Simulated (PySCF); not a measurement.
Ge(Br)(OH), SMILES [OH][Ge][Br] (HBrGeO), singlet, CAM-B3LYP/def2-SVP optimised geometry.

```
4

Ge    -0.60    -1.02     0.00
Br     1.75    -1.02     0.00
O     -0.82     0.75     0.00
H     -1.75     1.02     0.00
```

Density from PySCF 2.14.0 with CAM-B3LYP/def2-TZVP at that geometry.

Minimum of the electron density along straight lines between bonded atoms, close to the bond critical point (lines longer than 1.1 times the sum of covalent radii, or with two minima, are not listed):

| bond | length / Å | ρ at the minimum / e bohr⁻³ | ∇²ρ there / e bohr⁻⁵ | position (fraction from the first atom) |
|---|---|---|---|---|
| Ge1–Br2 | 2.346 | 0.086 | 0.06 | 0.43 |
| Ge1–O3 | 1.776 | 0.143 | 0.67 | 0.47 |
| O3–H4 | 0.968 | 0.350 | -2.33 | 0.80 |
